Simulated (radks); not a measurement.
The numbers below are computed, except where a source is named.
Species: the silicon ion Si+. Configuration: [Ne] 3s2 3p1.

Code: a radial shooting solver on a logarithmic mesh with Libxc functionals. Model: Dirac Kohn-Sham, BLYP, spin-unpolarised, spherical densities, finite nucleus; open shells fill j = l - 1/2 first; Fermi nuclear charge, rms radius 3.1224 fm.

Energy parts (eV):
total: -7883.734
kinetic: 7907.696
electron-nucleus: -18704.387
Hartree: 3473.313
exchange-correlation: -560.357

Orbitals (lengths in bohr, moments of r in powers of bohr; <r^-3> diverges for s and p1/2; r(max) is where P^2 peaks; r(90%) holds 90 % of the orbital's charge):
1s1/2: occ. 2; eigenvalue (eV) -1796.735; <1/r> 13.64; r(max) 0.07260; r(90%) 0.199
2s1/2: occ. 2; eigenvalue (eV) -148.7669; <1/r> 2.582; r(max) 0.4543; r(90%) 0.896
2p1/2: occ. 2; eigenvalue (eV) -105.4789; <1/r> 2.472; r(max) 0.3858; r(90%) 0.902
2p3/2: occ. 4; eigenvalue (eV) -104.8286; <r^-3> 48.12; <1/r> 2.459; r(max) 0.3875; r(90%) 0.905
3s1/2: occ. 2; eigenvalue (eV) -18.8979; <1/r> 0.6648; r(max) 1.733; r(90%) 3.10
3p1/2: occ. 1; eigenvalue (eV) -11.5380; <1/r> 0.5458; r(max) 2.011; r(90%) 3.82
3p3/2: occ. 0; eigenvalue (eV) -11.4959; <r^-3> 3.144; <1/r> 0.5440; r(max) 2.016; r(90%) 3.83

The highest occupied level is 3p1/2 at -11.538 eV. Summed over all electrons, <r^2> = 19.87 bohr^2, which gives a Langevin (diamagnetic) susceptibility term of -15.7 x 10^-6 cm^3/mol. The density falls to 0.001 e/bohr^3 at r = 3.94 bohr. For comparison, the ionisation energy in NIST's Atomic Spectra Database is 16.346 eV (measured). In exact Kohn-Sham theory the highest level is minus the ionisation energy, but local and semilocal functionals leave it too shallow, through self-interaction and a potential that decays too fast; potentials with the right tail come closer. The electron density at the nucleus is 1912 e/bohr^3.

Beside tabulated values, note that spin-unpolarised runs miss the spin-polarisation part of the exchange energy of open shells.
